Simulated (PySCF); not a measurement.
C₂H₆BClS, SMILES CSB(C)Cl. Atoms are numbered in the order given.

```xyz
11

B     -0.3052     0.3932     0.0000
Cl     0.3915     2.0199     0.0000
C     -1.8566     0.1831     0.0000
H     -2.1696    -0.4012     0.8817
H     -2.4080     1.1330     0.0000
H     -2.1696    -0.4012    -0.8817
S      0.8992    -0.9298     0.0000
C     -0.1179    -2.4327     0.0000
H     -0.7482    -2.4872    -0.8978
H      0.5729    -3.2858     0.0000
H     -0.7482    -2.4872     0.8978
```

Geometry optimised at PBE0-D3(BJ)/def2-SVP. This is a generated structure with no PubChem entry under its InChIKey; it may be hypothetical. Other conformers were not sampled.

Computed with CAM-B3LYP/def2-TZVP in PySCF.

The molecule is in vacuum.

```
Quantity                                                                                                       Result
---------------------------------------------------------------------------------------------  ----------------------
total energy                                                                                       -963.16655 hartree
point group                                                                                                        Cs
highest occupied level                                                                                       -8.75 eV
lowest empty level                                                                                            0.44 eV
orbital gap                                                                                                   9.20 eV
dipole moment                                                                                                  2.89 D
quadrupole, principal values (traceless, Buckingham form, about the centre of nuclear charge)  -1.94, -0.90, 2.84 D·Å
mean static polarisability                                                                      69.4 bohr³ (10.28 Å³)
polarisability, principal values                                                               51.3, 67.4, 89.5 bohr³
```
